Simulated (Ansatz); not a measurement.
Zn2I5⁻, 7 atoms. Hardware: 4 threads of Arm Neoverse V1 on a shared host.

In the def2 sets I takes a core potential; there is no spin–orbit coupling. Correlated methods freeze 38 core orbitals; core or outer-core shells of I are correlated, in sets that lack core-valence functions.

Q: How many basis functions does each of these Ansatz runs have, and roughly what does it cost? BHLYP-D4/def2-SVP, charge -1 singlet, energy, from earlier orbitals; r2SCAN-D4/def2-SVPD, charge -1 singlet, relaxation, 25 steps; r2SCAN0-D4/def2-SVP, charge -1 singlet, energy, from earlier orbitals; B97M-V/def2-SVP, charge -1 singlet, energy, from earlier orbitals; PBE0-D4/def2-SVP, charge -1 singlet, energy, from earlier orbitals; HF/STO-3G, charge -1 singlet, energy; RPA@PBE/def2-SVPD, charge -1 singlet, energy, from earlier orbitals; MP2/def2-SVPD, charge -1 singlet, energy, from earlier orbitals; r2SCAN-D4/def2-SVP, charge -1 singlet, energy, from earlier orbitals; PBE-D4/def2-SVP, charge -1 singlet, energy and forces, from earlier orbitals.

A: Other jobs shared the machine, so times can vary by a factor of up to 3. A dash marks memory too small to be measured apart from the calling script's.

| run | functions | fitting or Cholesky vectors | wall time | peak host memory (GiB) |
| --- | --- | --- | --- | --- |
| PBE-D4/def2-SVP, charge -1 singlet, energy and forces, from earlier orbitals | 192 | 2296 | 5.5 s | – |
| BHLYP-D4/def2-SVP, charge -1 singlet, energy, from earlier orbitals | 192 | 2277 | 9.5 s | 0.87 |
| r2SCAN-D4/def2-SVP, charge -1 singlet, energy, from earlier orbitals | 192 | 2296 | 10 s | – |
| PBE0-D4/def2-SVP, charge -1 singlet, energy, from earlier orbitals | 192 | 2277 | 11 s | 0.88 |
| MP2/def2-SVPD, charge -1 singlet, energy, from earlier orbitals | 243 | 2840 | 18 s | 1.4 |
| r2SCAN0-D4/def2-SVP, charge -1 singlet, energy, from earlier orbitals | 192 | 2277 | 18 s | 0.93 |
| B97M-V/def2-SVP, charge -1 singlet, energy, from earlier orbitals | 192 | 2296 | 21 s | 0.59 |
| RPA@PBE/def2-SVPD, charge -1 singlet, energy, from earlier orbitals | 243 | 2840 | 26 s | 1.2 |
| HF/STO-3G, charge -1 singlet, energy | 171 | 1732 | 46 s | 1.6 |
| r2SCAN-D4/def2-SVPD, charge -1 singlet, relaxation, 25 steps | 243 | 2663 | 4.7 min | 0.63 |
